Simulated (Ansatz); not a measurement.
`CCC(C)CC(C)CC(C)C`, relaxed as a singlet with RKS PBE-D4/def2-SVP in Ansatz, starting from the GFN2-xTB geometry. Force threshold 0.03 eV/Å.

Start:

```xyz
35

C     1.2745   -2.4314   -2.8827
C     0.1883   -1.3766   -3.0632
C    -0.2815   -0.7161   -1.7585
C    -1.4834    0.1765   -2.0658
C     0.8592    0.0755   -1.1071
C     0.5086    0.8709    0.1606
C     1.7582    1.6257    0.6150
C    -0.0192   -0.0514    1.2662
C    -0.3552    0.6280    2.6009
C    -1.4218    1.7098    2.4456
C    -0.8402   -0.4267    3.5954
H     1.4486   -2.9486   -3.8243
H     0.9741   -3.1661   -2.1385
H     2.2136   -1.9849   -2.5675
H    -0.6769   -1.8535   -3.5310
H     0.5447   -0.6025   -3.7476
H    -0.6000   -1.5119   -1.0770
H    -1.1799    1.0141   -2.6906
H    -2.2455   -0.3885   -2.5991
H    -1.9294    0.5676   -1.1558
H     1.6654   -0.6165   -0.8547
H     1.2487    0.7792   -1.8484
H    -0.2601    1.6061   -0.0906
H     2.5178    0.9257    0.9574
H     2.1714    2.2034   -0.2094
H     1.5306    2.3138    1.4245
H     0.7286   -0.8273    1.4543
H    -0.9237   -0.5489    0.9098
H     0.5513    1.0841    3.0113
H    -1.6957    2.1068    3.4212
H    -2.3158    1.2970    1.9820
H    -1.0647    2.5349    1.8353
H    -1.7523   -0.8968    3.2333
H    -0.0880   -1.1995    3.7379
H    -1.0505    0.0280    4.5610
```

| step | energy (eV) | largest force component (eV/Å) | SCF passes |
| --- | --- | --- | --- |
| 1 | -11774.8829 | 0.824 | 21 |
| 2 | -11775.0866 | 0.263 | 19 |
| 3 | -11775.1066 | 0.059 | 20 |
| 4 | -11775.1076 | 0.008 | 20 |

Force components are those of the run's own axes.

End:

Cartesian coordinates in Å:
```
C 1.2785 -2.4502 -2.8839
C 0.1756 -1.4058 -3.0661
C -0.2883 -0.6976 -1.7768
C -1.5012 0.1946 -2.0691
C 0.8636 0.0881 -1.1209
C 0.5448 0.8756 0.1657
C 1.7903 1.6473 0.6206
C -0.0021 -0.0453 1.2720
C -0.3790 0.6161 2.6116
C -1.4373 1.7136 2.4423
C -0.8519 -0.4472 3.6110
H 1.4927 -2.9769 -3.8359
H 0.9855 -3.2187 -2.1373
H 2.2316 -2.0010 -2.5387
H -0.7100 -1.8931 -3.5303
H 0.5077 -0.6330 -3.7969
H -0.6132 -1.4965 -1.0700
H -1.2202 1.0409 -2.7325
H -2.3031 -0.3766 -2.5807
H -1.9394 0.6261 -1.1468
H 1.6992 -0.6110 -0.8945
H 1.2665 0.8019 -1.8765
H -0.2403 1.6244 -0.0825
H 2.5962 0.9495 0.9350
H 2.1946 2.2718 -0.2025
H 1.5821 2.3218 1.4752
H 0.7529 -0.8418 1.4675
H -0.9037 -0.5771 0.8933
H 0.5365 1.0872 3.0363
H -1.7229 2.1500 3.4215
H -2.3607 1.3034 1.9785
H -1.0842 2.5452 1.7997
H -1.7752 -0.9485 3.2484
H -0.0843 -1.2341 3.7616
H -1.0811 -0.0031 4.6016
```

By distances, no bond broke or formed. The bond that changes most is C10–H31, from 1.09 to 1.11 Å (atoms count from 1).

No frequencies were taken in this run, so the end may be a saddle point.

Run time 18 s (4 threads of Arm Neoverse V2 on a shared host).
